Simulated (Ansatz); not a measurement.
Input file for Ansatz (an electronic-structure program): R-PBE0/def2-TZVPP on CH2O (SMILES [CH]O), 2S+1 = 1, a spin state set in the input, which need not be the lowest.

Ansatz 0.2 input:
```yaml
crystal:
  periodic: [false, false, false]
  atoms:
    - {symbol: C, position_ang: [0.72521462, 0.19009731, -0.00119121]}
    - {symbol: O, position_ang: [-0.57347024, 0.06850294, 0.00167099]}
    - {symbol: H, position_ang: [1.15854634, -0.84267998, -0.00572219]}
    - {symbol: H, position_ang: [-0.92207215, -0.84592738, -0.00049847]}
basis:
  gaussian:
    orbitals: def2-TZVPP
hamiltonian:
  xc: {name: PBE0}
```

Q: What total energy does the run end on?

A: -114.3272 hartree.
